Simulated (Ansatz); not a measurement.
Relaxation of F2GeH7N (11 atoms, charge 0, multiplicity 1), to a largest force component of 0.03 eV/Å in at most 50 steps.

Computed with RKS PBE0-D4/def2-SVP in Ansatz 0.2.0.

```xyz
11
Properties=species:S:1:pos:R:3
Ge -1.425 -0.348 -1.151
N 0.391 -0.263 1.489
H -0.843 -1.756 -0.999
H -2.220 0.170 0.049
H -2.262 -0.231 -2.442
H 1.905 1.077 -0.686
F -0.095 0.770 -1.467
H 1.288 0.121 1.190
F 2.651 1.141 -0.167
H 0.605 -1.096 2.036
H 0.006 0.415 2.147
```

Where does it end, and by what steps?

The run converged. After 12 steps the energy has fallen by 0.245 eV; F9 moved furthest, 0.51 Å.

```
step  energy less start (eV)  largest force component (eV/Å)  accepted
   0                  0.0000                           1.074       yes
   1                 -0.1503                           0.548       yes
   2                 -0.2054                           0.349       yes
   3                 -0.2080                           0.454       yes
   4                 -0.2328                           0.241       yes
   5                 -0.2330                           0.251       yes
   6                 -0.2391                           0.042       yes
   7                 -0.2406                           0.063       yes
   8                 -0.2417                           0.130       yes
   9                 -0.2427                           0.177       yes
  10                 -0.2436                           0.148       yes
  11                 -0.2447                           0.081       yes
  12                 -0.2447                           0.029       yes
```

```xyz
11
Properties=species:S:1:pos:R:3
Ge -1.170 -0.297 -0.899
N 0.280 -0.201 1.309
H -0.468 -1.658 -0.857
H -2.209 0.016 0.180
H -1.863 -0.160 -2.281
H 1.519 0.975 -0.749
F -0.010 1.053 -1.120
H 1.231 0.000 0.988
F 2.363 0.769 -0.375
H 0.311 -1.053 1.866
H 0.017 0.557 1.937
```

Whether the end is a true minimum wasn't checked by a vibrational analysis.

Time of the run: 22 s on 2 threads of Intel(R) Xeon(R) 6975P-C (Granite Rapids), on a shared host, peak memory 0.27 GiB.
